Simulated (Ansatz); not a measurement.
`C[CH2][In]([F])[F]` + `O[SiH3]` → `[F][In]([F])[O][SiH3]` + `CC` at 600 K and 1 bar (ligand exchange at the In–C bond).

Gas-phase electronic energies from Ansatz, PBE0-D4/def2-TZVP geometries. CCSD(T)/CBS adds triple-zeta CCSD(T) − MP2 to the extrapolated MP2 energy (def2 sets, frozen cores). This one scheme is used for every species. Elements past krypton have def2 core potentials. For In outer-core shells are correlated without core-valence functions, which leaves a few kJ/mol of doubt a bond. One conformer a species, not always the lowest.

```
                species  CCSD(T)/CBS energy (Eh)  H − E (kJ/mol)  S (J/(mol·K))
   `C[CH2][In]([F])[F]`               -468.57870           241.2          474.3
              `O[SiH3]`               -366.69042           135.7          307.9
`[F][In]([F])[O][SiH3]`               -755.56161           148.1          491.8
                   `CC`                -79.71954           228.8          274.9
```

H − E and S are ideal-gas, rigid-rotor, harmonic terms from PBE0-D4/def2-TZVP, for one conformer and one mirror image of each species. 1 Eh = 2625.50 kJ/mol, R = 8.31446 J/(mol·K).

Q: By hand: ΔE, ΔH, ΔS and ΔG.

A: ΔE = (-755.56161) + (-79.71954) − (-468.57870) − (-366.69042) = -0.01203 Eh = -31.6 kJ/mol. Δ(H − E) = 148.1 + 228.8 − 241.2 − 135.7 = 0.0, so ΔH = -31.6 kJ/mol. ΔS = 491.8 + 274.9 − 474.3 − 307.9 = -15.5 J/(mol·K). ΔG = -31.6 − 600 × (-15.5)/1000 = -22.3 kJ/mol.

Q: By hand: the equilibrium constant, and the temperature at which ΔG would vanish if ΔH and ΔS stayed fixed.

A: log₁₀ K = −ΔG/(RT ln 10) = 1.9. ΔG = 0 at ΔH/ΔS = 2039 K, though so small a ΔS makes that figure unsure.

ΔH outweighs TΔS. A doubt of 5 kJ/mol in ΔE shifts log₁₀ K by 0.4 here. Other conformers and mirror images would add mixing entropy, several J/(mol·K) or more a flexible species. Modes under 60 cm⁻¹, often nearly free rotors, make the harmonic entropy too high. These are equilibria of isolated gas molecules and say nothing of rates. Largest T1 diagnostic: 0.017 (customary marks: 0.02 for closed shells, 0.045 for open ones).
